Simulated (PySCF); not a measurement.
## Relaxation of triplet IOsN

Level of theory: PySCF, UB3LYP, basis Os def2-SVP with ECP60, N def2-SVP, I def2-SVP with ECP28 (scalar-relativistic core potentials, no spin–orbit coupling, density fitting). A (50,194) grid was used.

A start displaced from a saddle point along its imaginary mode, of Cs symmetry, held to at least that symmetry:

```xyz
3
charge 0 multiplicity 3, angstrom
Os   -0.0039    0.0291   -0.9606
N     0.0335   -0.2477   -2.6044
I     0.0022   -0.0166    1.7405
```

Optimiser trace:
| step | E − E(last) (kJ/mol) | largest gradient (Eh/bohr) |
| --- | --- | --- |
| 0 | 27.71 | 0.02798 |
| 1 | 25.61 | 0.01342 |
| 2 | 24.06 | 0.00606 |
| 3 | 20.98 | 0.02591 |
| 4 | 19.96 | 0.04307 |
| 5 | 17.12 | 0.03660 |
| 6 | 5.72 | 0.02609 |
| 7 | 2.43 | 0.01774 |
| 8 | 0.21 | 0.00461 |
| 9 | 0.12 | 0.00401 |
| 10 | 0.00 | 0.00046 |
| 11 | 0.00 | 0.00023 |

It ends at Cs with Os–I 2.610 Å, Os–N 1.635 Å; I–Os–N 124.0°. The frequency run here used a shortcut that can spoil soft modes, so no verdict on minimum or saddle point is given.

Final geometry:
```xyz
3
charge 0 multiplicity 3, angstrom
Os   -0.0435    0.3215   -0.9018
N     0.0962   -0.7115   -2.1609
I     0.0551   -0.4079    1.6024
```

With open d or f shells other occupations or spin states may lie lower. With an element this heavy the missing spin–orbit coupling can shift these numbers.
